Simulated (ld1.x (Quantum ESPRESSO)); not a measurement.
**C (Z = 6): excitation energies, all-electron against RRKJ**

```
Element                 : carbon (C)
Generator               : ld1.x (Quantum ESPRESSO) 7.5
Type                    : norm-conserving RRKJ (Kleinman–Bylander form)
Functional              : LDA (PZ)
Relativity              : non-relativistic
Frozen core             : [He]
Valence charge          : 4
Reference configuration : 2s2 2p0 (charge +2)
Partial waves           : 2s (bound): rc 1.00 bohr; 2p (bound, empty): rc 1.90 bohr; 3d channel at 0.05 Ry: rc 1.50 bohr
Local potential         : all-electron potential smoothed inside 1.20 bohr (lloc = -2)
Core correction         : a·sin(br)/r model core inside 0.60 bohr
rho0                    : 0.001
```

Energies are relative to the spin-unpolarised reference configuration 2s2 2p0; without spin polarisation the order of configurations can differ from experiment. Spin-polarised rows fill each open shell by Hund’s rule, majority spin first.

```tsv
valence configuration	charge	ΔE all-electron (eV)	error AE − PS (meV)
2s2 2p2	0	-35.254	+240
2s2 2p1	+1	-24.263	+113
2s1 2p0	+3	47.948	+49
2s0 2p4	0	-18.767	+469
2s2 2p2.3	-0.3	-36.454	+257
2s1 2p2	+1	-15.786	+220
2s2 2p1.5	+0.5	-31.224	+188
```

(1) What are ΔE and the potential's error for 2s2 2p1 (spin-polarised)?

(2) What are ΔE and the potential's error for 2s2 2p2 (spin-polarised)?

Levels in the configuration 2s1 2p0:

| level | all-electron (eV) | pseudo (eV) |
| --- | --- | --- |
| 2s | -55.844 | -55.733 |

Results:

(1) ΔE = -24.660 eV all-electron; the error (AE − PS) is +132 meV.

(2) ΔE = -36.383 eV all-electron; the error (AE − PS) is +298 meV.
